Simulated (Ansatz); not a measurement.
Reaction (redistribution): `C[SiH2][SiH](N)Cl` + `FC[CH2][GeH3]` → `N[SiH](Cl)[GeH3]` + `C[SiH2]CCF`

Computed with Ansatz on PBE0-D4/def2-TZVP structures; ΔE is electronic, products minus reactants. CBS: MP2 limit from def2 TZ/QZ plus the TZ coupled-cluster correction, frozen cores. DFT in def2-TZVPP. For Ge outer-core shells are correlated without core-valence functions, which leaves a few kJ/mol of doubt a bond. Scalar relativity is left out up to krypton. One conformer a species, not always the lowest.

`C[SiH2][SiH](N)Cl`:

```xyz
13

C     1.161    1.265   -1.521
Si    0.300   -0.309   -0.985
Si   -0.286   -0.230    1.277
N    -1.400   -1.472    1.635
Cl   -1.014    1.703    1.607
H     0.528    2.130   -1.316
H     2.099    1.396   -0.978
H     1.385    1.242   -2.589
H     1.162   -1.501   -1.226
H    -0.964   -0.507   -1.754
H     0.837   -0.367    2.237
H    -2.180   -1.648    1.022
H    -1.627   -1.700    2.590
```

`FC[CH2][GeH3]`:

```xyz
11

F    -0.534   -0.992   -1.677
C     0.465   -1.149   -0.726
C     0.735    0.160   -0.030
Ge   -0.881    0.976    0.743
H     0.126   -1.913   -0.020
H     1.351   -1.522   -1.250
H     1.192    0.874   -0.721
H     1.448   -0.009    0.781
H    -1.790    1.564   -0.343
H    -1.655   -0.091    1.538
H    -0.458    2.102    1.703
```

`N[SiH](Cl)[GeH3]`:

Z-matrix (Å, degrees):
```
Si
Cl 1 2.081
Ge 1 2.374 2 106.7
N 1 1.705 2 114.6 3 -120.8
H 1 1.481 2 105.1 3 121.7
H 3 1.539 1 109.3 2 -72.7
H 3 1.535 1 110.7 2 46.9
H 3 1.538 1 110.9 2 168.0
H 4 1.008 1 120.2 2 -73.8
H 4 1.007 1 120.6 2 72.2
```

`C[SiH2]CCF`:

Z-matrix (Å, degrees):
```
C
Si 1 1.867
H 1 1.091 2 110.4
H 1 1.092 2 110.8 3 -120.5
H 1 1.093 2 110.7 3 119.7
C 2 1.888 1 113.2 3 -60.9
H 2 1.491 1 109.8 3 179.0
H 2 1.492 1 110.4 3 60.4
C 6 1.509 2 114.8 1 73.0
H 6 1.095 2 109.4 1 -51.2
H 6 1.096 2 107.7 1 -166.5
F 9 1.391 6 110.4 2 -56.0
H 9 1.095 6 111.3 2 62.9
H 9 1.094 6 112.1 2 -175.0
```

| level | ΔE (kcal/mol) |
| --- | --- |
| PBE0-D4 | -6.3 |
| PBE | -6.1 |

Task: What does CCSD(T)/CBS give? (Estimate.)

Result: The calculation gave: -6.3 kcal/mol. The listed levels differ from it by 0.0, 0.2 kcal/mol.

Largest T1 diagnostic among the species: 0.011.

CCSD(T)/CBS has its own doubt, a few kJ/mol and more with outer-core shells, so smaller differences from it don't rank the levels.
